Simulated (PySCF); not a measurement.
H$_{3}$F$_{3}$GeSi (SMILES F[Si](F)(F)[GeH3]), singlet, at a GFN2-xTB geometry; CASSCF(2,3)/STO-3G in PySCF.

PySCF was given this input:
```python
from pyscf import gto, scf, mcscf
import numpy

mol = gto.M(
    atom='''
F     1.614804   -0.351266    1.267419
Si    0.836629   -0.027148   -0.075280
F     1.502977    1.320589   -0.578305
F     1.377571   -1.115194   -1.093605
Ge   -1.442776    0.046817    0.129821
H    -1.900362    1.260465    0.864159
H    -1.977291   -1.130420    0.871430
H    -2.124492    0.064721   -1.195517
''',
    basis='sto-3g',
    charge=0,
    spin=0,
    verbose=4,
)

mf = scf.RHF(mol)
mf.kernel()
mc = mcscf.CASSCF(mf, 3, 2)
mc.fix_spin_(ss=0.0)
mc = mc.newton()
mc.kernel()
occ = numpy.linalg.eigvalsh(mc.fcisolver.make_rdm1(mc.ci, mc.ncas, mc.nelecas))[::-1]
ss = mc.fcisolver.spin_square(mc.ci, mc.ncas, mc.nelecas)[0]
print('natural occupations', occ.round(4), ' <S^2>', round(ss, 4))
```

Task: Write the output that PySCF gives for this input, abridged.

Result: 
```
PySCF version 2.14.0

[INPUT] verbose = 4
[INPUT] num. atoms = 8
[INPUT] num. electrons = 76
[INPUT] charge = 0
[INPUT] spin (= nelec alpha-beta = 2S) = 0
[INPUT] symmetry False subgroup None
[INPUT] Mole.unit = angstrom
[INPUT] Symbol           X                Y                Z      unit          X                Y                Z       unit  Magmom
[INPUT]  1 F      1.614804000000  -0.351266000000   1.267419000000 AA    3.051537304852  -0.663796536871   2.395074795070 Bohr   0.0
[INPUT]  2 Si     0.836629000000  -0.027148000000  -0.075280000000 AA    1.580999677869  -0.051302284830  -0.142258582657 Bohr   0.0
[INPUT]  3 F      1.502977000000   1.320589000000  -0.578305000000 AA    2.840214901520   2.495551533113  -1.092838066467 Bohr   0.0
[INPUT]  4 F      1.377571000000  -1.115194000000  -1.093605000000 AA    2.603231907143  -2.107411235758  -2.066613938455 Bohr   0.0
[INPUT]  5 Ge    -1.442776000000   0.046817000000   0.129821000000 AA   -2.726451499095   0.088471307974   0.245326135217 Bohr   0.0
[INPUT]  6 H     -1.900362000000   1.260465000000   0.864159000000 AA   -3.591163717531   2.381933639600   1.633023838078 Bohr   0.0
[INPUT]  7 H     -1.977291000000  -1.130420000000   0.871430000000 AA   -3.736538458567  -2.136184205731   1.646764036730 Bohr   0.0
[INPUT]  8 H     -2.124492000000   0.064721000000  -1.195517000000 AA   -4.014708033829   0.122304964508  -2.259199707262 Bohr   0.0

nuclear repulsion = 472.883753664612
number of shells = 25
number of NR pGTOs = 135
number of NR cGTOs = 45
basis = sto-3g
ecp = {}

******** <class 'pyscf.scf.hf.RHF'> ********
method = RHF
initial guess = minao
damping factor = 0
level_shift factor = 0
DIIS = <class 'pyscf.scf.diis.CDIIS'>
diis_start_cycle = 1
diis_space = 8
diis_damp = 0
SCF conv_tol = 1e-09
SCF conv_tol_grad = None
SCF max_cycles = 50
direct_scf = True
direct_scf_tol = 1e-13
Set gradient conv threshold to 3.16228e-05
Initial guess from minao.
init E= -2630.65584141292
  HOMO = -0.601318047538574  LUMO = -0.0291118587830322  gap/eV = 15.57052
cycle= 1 E= -2633.17541233371  delta_E= -2.52  |g|= 0.581  |ddm|= 3.23
  HOMO = -0.322828342094283  LUMO = 0.350387420318661  gap/eV = 18.31913
cycle= 2 E= -2633.31553437068  delta_E= -0.14  |g|= 0.0925  |ddm|= 1.07
  HOMO = -0.338150426909313  LUMO = 0.379488300051602  gap/eV = 19.52794
cycle= 3 E= -2633.31935226573  delta_E= -0.00382  |g|= 0.0266  |ddm|= 0.158
  HOMO = -0.3432769967176  LUMO = 0.376610863664626  gap/eV = 19.58915
cycle= 4 E= -2633.31991262878  delta_E= -0.00056  |g|= 0.00646  |ddm|= 0.0749
  HOMO = -0.342503167149349  LUMO = 0.378716113277927  gap/eV = 19.62538
cycle= 5 E= -2633.31994803152  delta_E= -3.54e-05  |g|= 0.000799  |ddm|= 0.0219
  HOMO = -0.342475580375054  LUMO = 0.378692053405448  gap/eV = 19.62397
cycle= 6 E= -2633.31994849706  delta_E= -4.66e-07  |g|= 9.37e-05  |ddm|= 0.00242
  HOMO = -0.342467739756463  LUMO = 0.378699416758573  gap/eV = 19.62396
cycle= 7 E= -2633.31994850332  delta_E= -6.27e-09  |g|= 2.14e-05  |ddm|= 0.000251
  HOMO = -0.342465246906067  LUMO = 0.378698447946123  gap/eV = 19.62386
cycle= 8 E= -2633.31994850374  delta_E= -4.12e-10  |g|= 3.81e-06  |ddm|= 7.14e-05
  HOMO = -0.342464784677923  LUMO = 0.378698964524264  gap/eV = 19.62387
Extra cycle  E= -2633.31994850374  delta_E= -2.27e-12  |g|= 1.7e-06  |ddm|= 8.52e-06
converged SCF energy = -2633.31994850374

******** <class 'pyscf.mcscf.newton_casscf.CASSCF'> ********
CAS (1e+1e, 3o), ncore = 37, nvir = 5
max_cycle_macro = 50
max_cycle_micro = 10
conv_tol = 1e-07
conv_tol_grad = None
orbital rotation max_stepsize = 0.03
augmented hessian ah_max_cycle = 30
augmented hessian ah_conv_tol = 1e-12
augmented hessian ah_linear dependence = 1e-14
augmented hessian ah_level shift = 1e-08
augmented hessian ah_start_tol = 500
augmented hessian ah_start_cycle = 3
augmented hessian ah_grad_trust_region = 3
kf_trust_region = 3
kf_interval = 5
natorb = False
canonicalization = True
internal_rotation = False
******** <class 'pyscf.fci.addons.SpinPenaltyFCISolver'> ********
max. cycles = 50
conv_tol = 1e-08
davidson only = True
linear dependence = 1e-12
level shift = 0.001
max iter space = 12
nroots = 1
pspace_size = 400
spin = None

WARN: SO-CASSCF (Second order CASSCF) is an experimental feature. Its performance is bad for large systems.

CASCI E = -2633.32357850815  dE = -2633.3236  S^2 = 0.0000000
Set conv_tol_grad to 0.000316228
macro 1 (20 JK  15 micro), CASSCF E = -2633.32473918208  dE = -0.001161  |grad|=0.0585  S^2 = 0.0000000
macro 2 (11 JK  7 micro), CASSCF E = -2633.3268549997  dE = -0.002116  |grad|=0.0112  S^2 = 0.0000000
macro 3 (11 JK  7 micro), CASSCF E = -2633.32764138889  dE = -0.0007864  |grad|=0.00268  S^2 = 0.0000000
macro 4 (30 JK  24 micro), CASSCF E = -2633.32769093894  dE = -4.955e-05  |grad|=0.000761  S^2 = 0.0000000
macro 5 (6 JK  2 micro), CASSCF E = -2633.32770331608  dE = -1.238e-05  |grad|=0.000505  S^2 = 0.0000000
macro 6 (4 JK  1 micro), CASSCF E = -2633.32770337846  dE = -6.239e-08  |grad|=0.000268  S^2 = 0.0000000
newton CASSCF converged in 6 macro (14 KF 68 Hx) steps
CASSCF canonicalization
Density matrix diagonal elements [1.98617954e+00 1.20132339e-02 1.80722999e-03]
CASSCF energy = -2633.32770337846
CASCI E = -2633.32770337846  E(CI) = -1.31799128293096  S^2 = 0.0000000
natural occupations [1.9862e+00 1.2000e-02 1.8000e-03]  <S^2> 0.0
```
